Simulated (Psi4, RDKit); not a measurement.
Conformational energy of C3H8OSi, SMILES [SiH3]/C=C\OC. Scanned: dihedral C1–O2–C3–C4; all other coordinates were relaxed at GFN2-xTB. Points at φ and −φ are mirror images. Heavy atoms are numbered in the order of the SMILES CO/C=C\[SiH3], hydrogens after them in the order of the atoms that carry them; the mirror image has the same energies with the sign of each dihedral reversed.

Methods: MMFF94 // GFN2-xTB (RDKit); MP2/cc-pVTZ = DF-MP2 (frozen core)/cc-pVTZ // GFN2-xTB (Psi4); PBE0/def2-TZVP // GFN2-xTB (Psi4).

Energies in kJ/mol, each method relative to its own lowest point.

```
φ / °  MMFF94  MP2/cc-pVTZ  PBE0/def2-TZVP
-----  ------  -----------  --------------
-160      1.6          0.5             0.7
-140      5.1          3.2             4.4
-120     11.5          8.3            11.2
-100     17.5         15.2            19.3
-80      21.5         21.4            24.1
-60      25.8         21.7            22.6
-40      20.3         15.0            15.3
-20      16.3          8.3             8.0
0        14.0          5.9             5.6
20       16.3          8.3             8.0
40       20.3         15.0            15.3
60       25.8         21.7            22.6
80       21.5         21.4            24.1
100      17.5         15.2            19.3
120      11.5          8.3            11.2
140       5.1          3.2             4.4
160       1.6          0.5             0.7
180       0.0          0.0             0.0
```

MMFF94 has few fitted parameters for silicon.
